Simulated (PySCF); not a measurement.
Peak assignment

Molfile (atoms numbered from 1):
```
C4H6F2O3Si
     RDKit          3D

 16 15  0  0  0  0  0  0  0  0999 V2000
   -2.3066   -1.7548    2.4000 O   0  0  0  0  0  0  0  0  0  0  0  0
   -1.9045   -0.9620    1.5860 C   0  0  0  0  0  0  0  0  0  0  0  0
   -0.5835   -0.9951    0.9838 C   0  0  0  0  0  0  0  0  0  0  0  0
   -0.1889   -0.0621    0.0986 C   0  0  0  0  0  0  0  0  0  0  0  0
   -0.9383    0.9205   -0.3141 O   0  0  0  0  0  0  0  0  0  0  0  0
   -0.5307    2.0705   -1.4532 Si  0  0  0  0  0  4  0  0  0  0  0  0
    1.0598   -0.0193   -0.4915 O   0  0  0  0  0  0  0  0  0  0  0  0
    2.0501   -0.8533   -0.0794 C   0  0  0  0  0  0  0  0  0  0  0  0
    3.1906   -0.4080   -0.6148 F   0  0  0  0  0  0  0  0  0  0  0  0
    1.8687   -2.1064   -0.5461 F   0  0  0  0  0  0  0  0  0  0  0  0
   -2.5323   -0.1233    1.2342 H   0  0  0  0  0  0  0  0  0  0  0  0
    0.0582   -1.8131    1.2669 H   0  0  0  0  0  0  0  0  0  0  0  0
    0.6141    2.8312   -0.9637 H   0  0  0  0  0  0  0  0  0  0  0  0
   -1.7928    2.7912   -1.4190 H   0  0  0  0  0  0  0  0  0  0  0  0
   -0.2401    1.4060   -2.7176 H   0  0  0  0  0  0  0  0  0  0  0  0
    2.1686   -0.9131    1.0184 H   0  0  0  0  0  0  0  0  0  0  0  0
  1  2  2  0
  2  3  1  0
  3  4  2  0
  4  5  1  0
  5  6  1  0
  4  7  1  0
  7  8  1  0
  8  9  1  0
  8 10  1  0
  2 11  1  0
  3 12  1  0
  6 13  1  0
  6 14  1  0
  6 15  1  0
  8 16  1  0
M  END
```

PySCF 2.14.0 with density-fitted response routines calculation with GIAO PBE0/pcSseg-1 shieldings and GFN2-xTB geometry; equivalent nuclei averaged, one computed conformer, no solvent, no relativistic terms.

δ = σ(ref) − σ, references computed at the same level: TMS for 13C, 1H.

(1) Assign these signals to the numbered atoms. 13C{1H} NMR (computed): δ 189.7 (CH), 171.3 (C), 120.3 (CH), 94.4 (CH).

(2) Assign these signals to the numbered atoms. 1H NMR (600 MHz, computed): δ 10.17 (d, 1H), 6.71 (m, 1H), 5.07 (s, 3H), 4.73 (d, 1H).

Results:

(1) 
189.7 → C2, aldehyde carbonyl carbon: the double bond to the heteroatom, with no lone-pair donor beside it, deshields it most
171.3 → C4, alkene carbon bearing oxygen: an sp2 carbon further deshielded by the attached heteroatom
120.3 → C8, sp3 CH bonded to 2 F and O: 3 electronegative neighbours deshield it
94.4 → C3, β carbon of an enol-ether or enamine type C=C: the O or N lone pair pushes π density onto this β carbon and shields it

(2) 
| δ (ppm) | atoms | environment | reason |
| --- | --- | --- | --- |
| 10.17 | H11 | hydrogen on an aldehyde carbonyl carbon | deshielded by the polar, anisotropic C=O bond |
| 6.71 | H16 | hydrogen on an sp3 CH bonded to 2 F and O | its carbon carries F and O, an electronegative neighbour |
| 5.07 | H13/H14/H15 | hydrogen on a silicon bonded to O | – |
| 4.73 | H12 | hydrogen on a β carbon of an enol-ether or enamine type C=C | lone-pair donation from O or N shields it, upfield of ordinary alkene protons |

Splittings by 19F in the carbon and heteronuclear signals aren't shown, as no couplings were computed. Shifts are as computed. Against solution values, carbons near 30 ppm lie about +3 ppm off and those near 130 ppm about +5 ppm. Of 1309 compounds with measured shifts, 239 miss one by over three times the rms of a fit or turn the order of signals round; such compounds aren't used in these exercises. No couplings were computed; multiplicities are counted from neighbouring protons, with m where these are inequivalent, close in shift, in a saturated or five-membered ring or joined by F or P, and br s for small geminal =CH2 splittings.
